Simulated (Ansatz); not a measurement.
`O[SiH2][BH][GeH3]` + CH₃OH → `C[O][GeH3]` + `B[SiH2]O` at 500 K and 1 bar (cleavage of the Ge–B bond).

Computed with Ansatz on PBE0-D4/def2-TZVP structures; ΔE is electronic, products minus reactants. CBS: MP2 limit from def2 TZ/QZ plus the TZ coupled-cluster correction, frozen cores. This one scheme is used for every species. For Ge outer-core shells are correlated without core-valence functions, which leaves a few kJ/mol of doubt a bond. Scalar relativity is left out up to krypton. One conformer a species, not always the lowest.

| species | CCSD(T)/CBS energy (Eh) | H − E (kJ/mol) | S (J/(mol·K)) |
| --- | --- | --- | --- |
| `O[SiH2][BH][GeH3]` | -2469.36569 | 226.2 | 452.4 |
| CH₃OH | -115.61712 | 157.0 | 265.4 |
| `C[O][GeH3]` | -2192.93708 | 206.9 | 357.8 |
| `B[SiH2]O` | -392.05150 | 169.7 | 351.6 |

H − E and S are ideal-gas, rigid-rotor, harmonic terms from PBE0-D4/def2-TZVP, for one conformer and one mirror image of each species. 1 Eh = 2625.50 kJ/mol, R = 8.31446 J/(mol·K).

Task: By hand: ΔE, ΔH, ΔS and ΔG.

Result: ΔE = (-2192.93708) + (-392.05150) − (-2469.36569) − (-115.61712) = -0.00577 Eh = -15.1 kJ/mol. Δ(H − E) = 206.9 + 169.7 − 226.2 − 157.0 = -6.6, so ΔH = -21.7 kJ/mol. ΔS = 357.8 + 351.6 − 452.4 − 265.4 = -8.4 J/(mol·K). ΔG = -21.7 − 500 × (-8.4)/1000 = -17.5 kJ/mol.

Task: By hand: the equilibrium constant, and the temperature at which ΔG would vanish if ΔH and ΔS stayed fixed.

Result: log₁₀ K = −ΔG/(RT ln 10) = 1.8. ΔG = 0 at ΔH/ΔS = 2583 K, far beyond where these terms or the molecules hold.

The number of gas molecules stays the same, so ΔS is small and ΔH decides. A doubt of 5 kJ/mol in ΔE shifts log₁₀ K by 0.5 here. Other conformers and mirror images would add mixing entropy, several J/(mol·K) or more a flexible species. Modes under 60 cm⁻¹, often nearly free rotors, make the harmonic entropy too high. These are equilibria of isolated gas molecules and say nothing of rates. Largest T1 diagnostic: 0.013 (customary marks: 0.02 for closed shells, 0.045 for open ones).
